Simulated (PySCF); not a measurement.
## Structure from 2D NMR

Compound of formula C$_{5}$H$_{5}$N$_{3}$. Correlations simulated from computed shifts and the bond graph:

HSQC (one-bond C–H):
```tsv
δH	δC
7.69	143.9
4.28	41.8
2.90	91.2
```

HMBC (two and three bonds, from the bond graph):
```tsv
δH	δC
7.69	136.2, 79.1
2.90	136.2, 79.1
```

Carbons without hydrogens: δ 136.2, 79.1.

PySCF calculation with structure optimised with GFN2-xTB and σ from GIAO-PBE0/pcSseg-1; one computed conformer, relativity neglected, one averaged value for each set of equivalent atoms, no solvent.

Referencing at the same level of theory: ¹H (σ = 31.72 ppm) and ¹³C (σ = 186.93 ppm) vs TMS.

Exchangeable hydrogens are left out of these lists.

Problem. Which molecule is this?

Solution. `C#Cc1cnn(C)n1`.

Numbering as in the mapped SMILES `[CH:1]#[C:2][c:3]1[cH:4][n:5][n:6]([CH3:7])[n:8]1` (H(Xn): hydrogen on atom n).

1. δC 143.9 is C4, an aromatic CH next to a ring nitrogen (δH 7.69).
2. δC 136.2 is C3, a substituted aromatic carbon next to a ring nitrogen.
3. δC 91.2 is C1, a terminal alkyne carbon (δH 2.90).
4. δC 79.1 is C2, an alkyne carbon.
5. δC 41.8 is C7, a methyl carbon bonded to N (δH 4.28).
6. HMBC from δH 7.69 reaches the proton-free carbons C3, C2.
7. HMBC from δH 2.90 reaches the proton-free carbons C3, C2.

The shifts were computed for this structure.

Shifts are as computed. Against solution values, carbons near 30 ppm lie about +3 ppm off and those near 130 ppm about +5 ppm. Of 1211 compounds with measured shifts, 218 miss one by over three times the rms of a fit or turn the order of signals round; such compounds aren't used in these exercises.
